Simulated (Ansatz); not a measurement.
Consider the ligand exchange at the Si–O bond: `CO[SiH2][SiH3]` + `OBCl` → `[SiH3][SiH2]OBCl` + CH₃OH.

Isolated molecules relaxed with PBE0-D4/def2-TZVP in Ansatz; ΔE leaves out vibrations. CCSD(T)/CBS is the MP2 limit (def2-TZVPP, def2-QZVPP) plus CCSD(T) − MP2 in def2-TZVPP, frozen cores. This one scheme is used for every species. DFT in def2-TZVPP. B3LYP here is the variant with VWN-RPA as its local correlation; programs differ in this. One conformer a species, not always the lowest.

```json
{"level": "PBE-D4", "ΔE (kJ/mol)": "9.1", "difference from CCSD(T)/CBS": "2.9"}
{"level": "r2SCAN-D4", "ΔE (kJ/mol)": "8.7", "difference from CCSD(T)/CBS": "2.5"}
{"level": "PBE0-D4", "ΔE (kJ/mol)": "7.6", "difference from CCSD(T)/CBS": "1.4"}
{"level": "B3LYP-D4", "ΔE (kJ/mol)": "7.3", "difference from CCSD(T)/CBS": "1.1"}
{"level": "ωB97X-V", "ΔE (kJ/mol)": "8.1", "difference from CCSD(T)/CBS": "1.9"}
{"level": "ωB97M-V", "ΔE (kJ/mol)": "8.2", "difference from CCSD(T)/CBS": "2.0"}
{"level": "B2PLYP", "ΔE (kJ/mol)": "9.0", "difference from CCSD(T)/CBS": "2.8"}
{"level": "PBE", "ΔE (kJ/mol)": "10.4", "difference from CCSD(T)/CBS": "4.2"}
{"level": "r2SCAN", "ΔE (kJ/mol)": "9.1", "difference from CCSD(T)/CBS": "2.9"}
{"level": "PBE0", "ΔE (kJ/mol)": "8.9", "difference from CCSD(T)/CBS": "2.7"}
{"level": "B3LYP", "ΔE (kJ/mol)": "9.3", "difference from CCSD(T)/CBS": "3.1"}
{"level": "HF/def2-TZVPP", "ΔE (kJ/mol)": "6.6", "difference from CCSD(T)/CBS": "0.4"}
{"level": "MP2/def2-TZVPP", "ΔE (kJ/mol)": "8.1", "difference from CCSD(T)/CBS": "1.9"}
{"level": "SCS-MP2/def2-TZVPP", "ΔE (kJ/mol)": "7.5", "difference from CCSD(T)/CBS": "1.3"}
{"level": "CCSD/def2-TZVPP", "ΔE (kJ/mol)": "6.8", "difference from CCSD(T)/CBS": "0.6"}
{"level": "CCSD(T)/def2-TZVPP", "ΔE (kJ/mol)": "7.1", "difference from CCSD(T)/CBS": "0.9"}
{"level": "HF/def2-QZVPP", "ΔE (kJ/mol)": "6.0", "difference from CCSD(T)/CBS": "-0.2"}
{"level": "MP2/def2-QZVPP", "ΔE (kJ/mol)": "7.4", "difference from CCSD(T)/CBS": "1.2"}
{"level": "SCS-MP2/def2-QZVPP", "ΔE (kJ/mol)": "6.9", "difference from CCSD(T)/CBS": "0.7"}
{"level": "HF/CBS(def2)", "ΔE (kJ/mol)": "5.9", "difference from CCSD(T)/CBS": "-0.3"}
{"level": "MP2/CBS(def2)", "ΔE (kJ/mol)": "7.3", "difference from CCSD(T)/CBS": "1.1"}
{"level": "CCSD/CBS(def2)", "ΔE (kJ/mol)": "6.0", "difference from CCSD(T)/CBS": "-0.2"}
{"level": "CCSD(T)/CBS", "ΔE (kJ/mol)": "6.2", "difference from CCSD(T)/CBS": "0"}
```

Largest T1 diagnostic among the species: 0.013.
